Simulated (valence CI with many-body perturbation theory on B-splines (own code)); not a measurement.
# Co XXII in brief

Calculated by valence CI with perturbative core correlation (CI+MBPT): four valence electrons over a frozen Dirac-Fock core [He], radial functions for each j: 9 s, 9 p, 8 d, 6 f, 3 g, 1 h, with the one-electron correlation potential Σ1, the two-electron term Σ2, the three-electron term Σ3, Breit, model QED; selected CI, second order for the rest, scaled by the run's own slope (own B-spline code, finite nucleus).

No measured levels were compared; by estimate levels of excited configurations hold to 0.05 to 0.15 % of their energy, terms of the ground configuration to about 0.5 %. Among the levels kept, up to 420 cm⁻¹ of a level comes from second order outside the variational space, and about a tenth of that is noise between levels of different J, which matters for small intervals.

Rates and lifetimes use the calculated energies. Strong lines usually hold to 10 to 20 %, long lifetimes can be off by a factor of two.

(1) What is the ground level?

(2) Where does the other parity begin?

(3) Among levels below 82.917 Ry, which E1 lines absorb most strongly from the ground level?

(4) How well does LS coupling describe the low levels?

(5) How is the term 3P of the ground level split?

(6) What is the ionisation energy?

(7) What are the static dipole polarisabilities of the lowest levels?

Answers

(1) 2s2.2p2 3P_0, composition 88 % 2s2.2p2 3P + 10 % 2s2.2p2 1S.

(2) At 2s.2p3 5S°_2, 4.867 Ry.

(3) to 2s2.2p.3d 3D°_1 at 1.127 nm, f = 1.29; to 2s.2p3 3D°_1 at 11.99 nm, f = 0.0888; to 2s2.2p.3s 3P°_1 at 1.193 nm, f = 0.0544.

(4) Among the lowest 20 levels the leading LS term, summed over configurations, holds 86 % on average. For single configurations the figures are 85 % in LS and 79 % in jj coupling. Terms mix most in the J = 2 level at 9.300 Ry, where the leading one holds 68 %.

(5) J = 0 at 0.000, J = 1 at 0.824, J = 2 at 1.260 Ry.

(6) 1846.4 eV; NIST lists 1844 ± 1.1 eV (semi-empirical).

(7) 2s2.2p2 3P_0 0.00973; 2s2.2p2 3P_1 0.0103 (tensor 0.00050); 2s2.2p2 3P_2 0.0100 (tensor 6.1e-05) bohr³, of which the core gives 1.72e-05.
